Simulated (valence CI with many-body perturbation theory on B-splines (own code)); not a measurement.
**Valence orbitals of Cd35+**

Computed by relativistic CI+MBPT: three valence electrons over a frozen Dirac-Fock core [Ne], a basis of 11 s, 11 p, 10 d, 8 f, 5 g, 2 h functions for each j, with the one-electron correlation potential Σ1 (screened to all orders), the two-electron term Σ2, the three-electron term Σ3, Breit, model QED; selected single and double excitations, second order for the rest, scaled by the run's own slope (own B-spline code, finite nucleus).

No measured spectrum was set against this ion. As an estimate, large intervals hold to a few tenths of a per cent, small ones and those within an open d or f shell to about a per cent.

These are the spectroscopic orbitals of the CI (the correlating ones are not listed), shaped by the core and the other valence electrons. h is the expectation value of the core's Dirac-Fock operator, without the valence repulsion; Σ1 is computed up to l = 3 at one energy for each symmetry, that of its lowest orbital but kept below the first core excitation, so for empty shells it is not the orbital's own correlation shift; Breit and QED include the response of the core.

```tsv
Orbital	h (hartree)	Σ1 (cm⁻¹)	Breit (cm⁻¹)	QED (cm⁻¹)	⟨r⟩ (bohr)
3s1/2	-91.851	-6432	9927	7440	0.3157
4s1/2	-49.843	-2149	3865	2977	0.5844
5s1/2	-31.238	-978	1846	1447	0.9395
6s1/2	-21.398	-533	1032	813	1.377
7s1/2	-15.569	-324	636	502	1.897
8s1/2	-11.834	-212	419	332	2.500
3p1/2	-88.724	-8144	16503	-200	0.3009
4p1/2	-48.543	-2666	6435	-72.7	0.5762
5p1/2	-30.586	-1226	3146	-34.6	0.9355
6p1/2	-21.026	-672	1774	-19.2	1.378
7p1/2	-15.337	-409	1098	-11.8	1.903
8p1/2	-11.68	-268	727	-7.8	2.511
3p3/2	-86.865	-7617	10067	539	0.3082
4p3/2	-47.79	-2540	3874	218	0.5859
5p3/2	-30.209	-1178	1968	109	0.9477
6p3/2	-20.811	-648	1108	61.9	1.392
7p3/2	-15.203	-396	686	38.5	1.920
8p3/2	-11.591	-260	454	25.6	2.531
3d3/2	-82.827	-9149	7424	-283	0.2679
4d3/2	-46.257	-2538	2678	-99	0.5532
5d3/2	-29.459	-1128	1277	-47.1	0.9211
6d3/2	-20.387	-611	712	-26.2	1.372
7d3/2	-14.94	-370	439	-16.1	1.906
3d5/2	-82.412	-8685	3477	-34.5	0.2700
4d5/2	-46.077	-2403	1245	1.9	0.5559
5d5/2	-29.367	-1068	603	3.7	0.9244
6d5/2	-20.334	-579	337	2.9	1.376
7d5/2	-14.907	-351	208	2.1	1.910
4f5/2	-45.267	-2159	239	-34.5	0.4883
5f5/2	-28.964	-1052	165	-19.1	0.8609
6f5/2	-20.105	-594	105	-11.4	1.316
7f5/2	-14.764	-368	69.9	-7.3	1.855
4f7/2	-45.194	-2111	51.3	8.5	0.4896
5f7/2	-28.926	-1027	35.3	2.9	0.8623
6f7/2	-20.083	-579	21.9	1.3	1.318
7f7/2	-14.75	-359	14.6	0.7	1.857
5g7/2	-28.856		5.1	-7.2	0.7595
6g7/2	-20.041		5.0	-4.3	1.216
7g7/2	-14.723		4.0	-2.8	1.756
5g9/2	-28.834		0.5	5.2	0.7604
6g9/2	-20.028		0.5	2.9	1.217
7g9/2	-14.715		0.3	1.8	1.757
6h9/2	-20.02				1.081
6h11/2	-20.011				1.082
```

Among the shells of the start configuration 3s2 3p1, Σ1 is largest in size for 3p1/2, where it is 0.042 % of h.

Lowest root of each symmetry, sizes in configuration state functions:

| J | Parity | Roots | Reference | Variational | Second order | Change by selected CI (cm⁻¹) | Change by second order (cm⁻¹) |
| --- | --- | --- | --- | --- | --- | --- | --- |
| 1/2 | even | 16 | 93 | 11146 | 10995 | -2777 | 0 |
| 3/2 | even | 23 | 147 | 18949 | 23109 | -1662 | 0 |
| 5/2 | even | 22 | 153 | 20934 | 22615 | -2491 | 0 |
| 7/2 | even | 12 | 114 | 16516 | 35127 | -3916 | -1 |
| 9/2 | even | 8 | 72 | 14865 | 25820 | -4618 | -1 |
| 11/2 | even | 2 | 28 | 8498 | 23453 | -10768 | -4 |
| 1/2 | odd | 17 | 90 | 11483 | 13116 | -3384 | 0 |
| 3/2 | odd | 25 | 146 | 17534 | 27129 | -3273 | 0 |
| 5/2 | odd | 20 | 147 | 17516 | 30111 | -2784 | 0 |
| 7/2 | odd | 14 | 115 | 18619 | 35698 | -3074 | -1 |
| 9/2 | odd | 7 | 66 | 13283 | 19690 | -2240 | -2 |
| 11/2 | odd | 3 | 31 | 10868 | 17363 | -4076 | -1 |
